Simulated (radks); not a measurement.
Zr III, configuration [Kr] 4d2 (the NIST ground configuration). All-electron calculation, scalar-relativistic Kohn-Sham, exchange-only r2SCAN, spin-polarised, spherical densities, finite nucleus; open shells are filled with parallel spins first (spin-orbit coupling, left out, can overturn this in heavy ions); meta-GGA in the generalised Kohn-Sham scheme; Fermi nuclear charge, rms radius 4.2694 fm. Program: a radial shooting solver on a logarithmic mesh with Libxc functionals.

Unscreened Slater integrals over Kohn-Sham orbitals (hartree). They are taken over the spin-up orbitals.

| integral | value |
|---|---|
| F0(4d,4d) | 0.45014 |
| F2(4d,4d) | 0.22419 |
| F4(4d,4d) | 0.14525 |
| F0(4d,4p) | 0.52527 |
| F2(4d,4p) | 0.24817 |
| G1(4d,4p) | 0.30196 |
| G3(4d,4p) | 0.18284 |
| F0(4d,4s) | 0.54278 |
| G2(4d,4s) | 0.20841 |
| F0(4d,3d) | 0.61499 |
| F2(4d,3d) | 0.095896 |
| F4(4d,3d) | 0.039480 |
| G0(4d,3d) | 0.030653 |
| G2(4d,3d) | 0.033492 |
| G4(4d,3d) | 0.024940 |
| F0(4p,4p) | 0.65569 |
| F2(4p,4p) | 0.34556 |
| F0(4p,4s) | 0.69156 |
| G1(4p,4s) | 0.46839 |
| F0(4p,3d) | 0.85064 |
| F2(4p,3d) | 0.18830 |
| G1(4p,3d) | 0.060074 |
| G3(4p,3d) | 0.057381 |
| F0(4s,4s) | 0.73490 |
| F0(4s,3d) | 0.93681 |
| G2(4s,3d) | 0.075228 |
| F0(3d,3d) | 2.0158 |
| F2(3d,3d) | 0.98729 |
| F4(3d,3d) | 0.62604 |

Derived for the open shells (J is the average intra-shell exchange parameter used in DFT+U). 4d: Racah B = F2/49 - 5 F4/441 = 0.002928 hartree, C = 35 F4/441 = 0.01153 hartree, C/B = 3.94, F4/F2 = 0.648, J = (F2 + F4)/14 = 0.02639 hartree.
